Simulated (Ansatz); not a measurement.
`CS[SiH2][GeH3]` + `[CH2]1[AlH][SiH2]1` → `[CH3][Al]1[CH2][SiH2]1` + `S[SiH2][GeH3]`  (formal exchange of groups at a C–S bond)

Gas-phase electronic energies from Ansatz, PBE0-D4/def2-TZVP geometries. CCSD(T)/CBS adds triple-zeta CCSD(T) − MP2 to the extrapolated MP2 energy (def2 sets, frozen cores). For Ge outer-core shells are correlated without core-valence functions, which leaves a few kJ/mol of doubt a bond. Scalar relativity is left out up to krypton. One conformer a species, not always the lowest.

| species | SCS-MP2/def2-TZVPP energy (Eh) |
| --- | --- |
| `CS[SiH2][GeH3]` | -2805.16067 |
| `[CH2]1[AlH][SiH2]1` | -571.97773 |
| `[CH3][Al]1[CH2][SiH2]1` | -611.21840 |
| `S[SiH2][GeH3]` | -2765.94224 |

(1) Work out ΔE.

(2) What do rigid-rotor, harmonic-oscillator terms from PBE0-D4/def2-TZVP frequencies (298.15 K, 1 bar) make of the CCSD(T)/CBS value? (Best estimate.)

Largest T1 diagnostic among the species: 0.013.

Answers

(1) ΔE = (-611.21840) + (-2765.94224) − (-2805.16067) − (-571.97773) = -0.02224 Eh = -0.61 eV. CCSD(T)/CBS gives -0.61 eV.

(2) The calculation gave: ΔZPE = -0.01 eV, ΔH = -0.61 eV, ΔS = 14 J/(mol·K), ΔG = -0.65 eV. Modes under 50 cm⁻¹ make the entropy rough.

In def2-TZVPP, CCSD(T) changes the Hartree–Fock value by −0.04 eV (the triples alone add +0.01 eV) and MP2 by −0.04 eV. The D4 term adds +0.06 eV with B3LYP and +0.03 eV with PBE0; it sums over pairs of atoms, weighted by their polarisabilities, and B3LYP, whose exchange is more repulsive, gets the larger term.

B3LYP here is the variant with VWN-RPA as its local correlation; programs differ in this.
